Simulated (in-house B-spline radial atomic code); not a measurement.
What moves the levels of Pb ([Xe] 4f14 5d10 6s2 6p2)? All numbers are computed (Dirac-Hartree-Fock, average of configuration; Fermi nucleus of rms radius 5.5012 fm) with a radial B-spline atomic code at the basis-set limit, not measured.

Baseline run (computed): total energy -20913.7029 hartree, 1s1/2 at -3255.887 hartree, 6p3/2 at -5.9842 eV with <r> = 3.516 bohr.

Scaling the speed of light c (a factor of 100 is close to the non-relativistic limit):

```tsv
c/c0	ΔE (hartree)	6p3/2 level (eV)	6p3/2 <r> (bohr)
0.9	-423.45	-5.82128	3.545
0.98	-70.899	-5.95664	3.521
1.02	65.505	-6.00971	3.512
2	1090.7	-6.41122	3.465
100	1390.3	-6.52671	3.457
```

Changing the nucleus:

```
                                          nucleus  ΔE (eV)
         Gaussian nucleus of rms radius 5.5012 fm    -1.32
uniform spherical nucleus of rms radius 5.5012 fm    0.307
           Gaussian nucleus of rms radius 0.01 fm     -161
            Fermi nucleus of rms radius 5.3912 fm    -5.07
            Fermi nucleus of rms radius 5.6112 fm     5.13
```

A larger nucleus binds the electrons less, roughly as the density at the nucleus times the change of the nuclear <r²>. At equal rms radius the shape enters only through higher moments. A radius of 0.01 fm is nearly a point.

Question: The nuclear charge is raised by 0.1. What does the Hellmann-Feynman theorem predict for the energy, and what is found?

Answer: dE/dZ ≈ -Σ<1/r>, which is -645.369 at the start and -646.652 at the end; their mean times 0.1 is -64.601 hartree, and the two runs differ by -64.595 hartree.
